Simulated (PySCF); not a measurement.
Record of a relaxation.

CH₄B₂F₂.
Bonds: B1–C2, C2–B3, B3–F4, B3–F5. Hydrogens: H6, H7 on B1; H8, H9 on C2.

Computed by this run: PBE0-D3(BJ)/def2-SVP geometry optimisation, gas phase in PySCF; density fitting, grid level 1; the optimiser is geomeTRIC in internal coordinates, started from a GFN2-xTB structure with every atom displaced at random (about 0.01 Å). The frame can shift and turn from step to step; on so coarse a grid that alone can change the energy by a few meV, and forces under 0.02 eV/Å are noise.

Step 0: E = -7877.0804 eV, largest atomic force 2.488 eV/Å
```
atom  x, y, z in Å  |  force x, y, z in eV/Å
B1      1.297    0.091    0.347   -1.669   0.631  -1.733
C2      0.069   -0.353   -0.562    0.237   0.611   1.208
B3     -1.264    0.170    0.112    1.301  -0.009  -0.595
F4     -1.867   -0.506    1.036   -0.617  -0.851   0.941
F5     -1.786    1.338   -0.164   -0.174   0.639  -0.383
H6      1.639   -0.559    1.215    0.667  -1.175   1.473
H7      1.789    1.150    0.152    0.369   0.502  -0.076
H8      0.040   -1.429   -0.629   -0.184  -0.851   0.065
H9      0.142    0.081   -1.541    0.070   0.504  -0.899
```

Step 1: E = -7877.1030 eV, largest atomic force 1.678 eV/Å
```
atom  x, y, z in Å  |  force x, y, z in eV/Å
B1      0.680    0.574    0.862    1.579  -0.256   0.508
C2      0.496   -0.275   -0.404   -0.703  -0.583  -0.927
B3     -1.073   -0.337   -0.529    0.142   0.443   0.443
F4     -1.784   -1.145    0.239   -0.032  -0.077  -0.265
F5     -1.746    0.546   -1.248   -0.017  -0.243  -0.115
H6      0.929   -0.027    1.898   -0.491   0.316  -0.049
H7      0.852    1.770    0.810   -0.437   0.024   0.038
H8      0.845   -1.324   -0.309   -0.010   0.324   0.169
H9      0.871    0.193   -1.331   -0.031   0.052   0.199
```

Step 2: E = -7877.1832 eV, largest atomic force 0.966 eV/Å
```
atom  x, y, z in Å  |  force x, y, z in eV/Å
B1      0.728    0.543    0.880    0.956   0.136  -0.005
C2      0.490   -0.284   -0.413   -0.554  -0.351  -0.106
B3     -1.078   -0.333   -0.524    0.013   0.307   0.248
F4     -1.812   -1.164    0.193    0.084  -0.110  -0.083
F5     -1.747    0.548   -1.247    0.006  -0.075  -0.144
H6      0.941    0.044    1.966   -0.330  -0.105  -0.150
H7      0.855    1.742    0.798   -0.262   0.074   0.018
H8      0.836   -1.327   -0.334    0.043   0.055   0.089
H9      0.856    0.205   -1.329    0.044   0.070   0.133
```

Step 3: E = -7877.2271 eV, largest atomic force 0.296 eV/Å
```
atom  x, y, z in Å  |  force x, y, z in eV/Å
B1      0.794    0.567    0.862   -0.046  -0.170  -0.037
C2      0.479   -0.278   -0.408   -0.063   0.289   0.015
B3     -1.084   -0.302   -0.500    0.066  -0.170  -0.131
F4     -1.786   -1.174    0.199   -0.110   0.045   0.041
F5     -1.763    0.519   -1.281    0.022  -0.012   0.099
H6      0.899   -0.009    1.917    0.044   0.077   0.132
H7      0.864    1.775    0.828    0.025  -0.050  -0.049
H8      0.815   -1.320   -0.304    0.023  -0.024   0.016
H9      0.851    0.198   -1.324    0.039   0.016  -0.088
```

Step 4: E = -7877.2343 eV, largest atomic force 0.101 eV/Å
```
atom  x, y, z in Å  |  force x, y, z in eV/Å
B1      0.788    0.556    0.867    0.065   0.008   0.002
C2      0.478   -0.277   -0.408   -0.101   0.011   0.002
B3     -1.084   -0.317   -0.507   -0.007   0.013  -0.008
F4     -1.806   -1.178    0.187    0.023  -0.015   0.021
F5     -1.759    0.525   -1.269    0.000   0.003  -0.020
H6      0.914    0.014    1.939   -0.015  -0.002   0.019
H7      0.864    1.762    0.811    0.000  -0.001  -0.010
H8      0.822   -1.318   -0.310    0.027  -0.013   0.003
H9      0.852    0.208   -1.322    0.009  -0.004  -0.007
```

Step 5: E = -7877.2347 eV, largest atomic force 0.042 eV/Å
```
atom  x, y, z in Å  |  force x, y, z in eV/Å
B1      0.792    0.555    0.870    0.025   0.025  -0.018
C2      0.473   -0.275   -0.407   -0.038   0.018   0.005
B3     -1.088   -0.316   -0.509    0.016  -0.017   0.011
F4     -1.801   -1.186    0.183   -0.022   0.004   0.005
F5     -1.764    0.525   -1.270   -0.001  -0.019   0.005
H6      0.913    0.018    1.945   -0.010  -0.012  -0.003
H7      0.875    1.760    0.808    0.009   0.006  -0.002
H8      0.819   -1.316   -0.310    0.009  -0.004  -0.004
H9      0.850    0.210   -1.320    0.011  -0.002   0.002
```

Step 6: E = -7877.2348 eV, largest atomic force 0.037 eV/Å
```
atom  x, y, z in Å  |  force x, y, z in eV/Å
B1      0.798    0.558    0.871   -0.028   0.009  -0.022
C2      0.469   -0.272   -0.405    0.015   0.013   0.020
B3     -1.091   -0.319   -0.509    0.004  -0.026  -0.010
F4     -1.807   -1.195    0.174    0.001   0.006   0.016
F5     -1.768    0.521   -1.272   -0.009   0.000   0.003
H6      0.911    0.019    1.947    0.003  -0.001  -0.007
H7      0.890    1.763    0.807    0.020   0.001   0.001
H8      0.818   -1.312   -0.307   -0.001   0.003  -0.002
H9      0.848    0.212   -1.317   -0.005  -0.005  -0.001
```

Step 7: E = -7877.2349 eV, largest atomic force 0.028 eV/Å
```
atom  x, y, z in Å  |  force x, y, z in eV/Å
B1      0.799    0.560    0.871   -0.023   0.006  -0.016
C2      0.466   -0.270   -0.403    0.022   0.006   0.005
B3     -1.093   -0.321   -0.510   -0.002  -0.014   0.000
F4     -1.808   -1.202    0.168    0.006   0.004   0.013
F5     -1.771    0.520   -1.270   -0.008  -0.004   0.001
H6      0.907    0.021    1.948    0.000   0.002  -0.005
H7      0.904    1.764    0.807    0.014  -0.002   0.001
H8      0.817   -1.310   -0.306   -0.002   0.003   0.004
H9      0.847    0.213   -1.316   -0.008  -0.002  -0.003
```

Question: Summarise the path.

Answer: The energy falls by 3.56 kcal/mol from step 0 to step 7; nine tenths of that is first reached at step 3. It falls at every step. The largest force goes from 2.488 to 0.028 eV/Å. Among the bonds B1–H6 changes most, from 1.137 to 1.209 Å; the atoms move by 0.052 Å rms after alignment.

The cost below is that of the whole optimisation. On one thread, Arm Neoverse V1 (aarch64), shared host with 32 logical CPUs at a one-minute load of 35, this took 19 s wall and 0.37 GiB of memory at its peak.
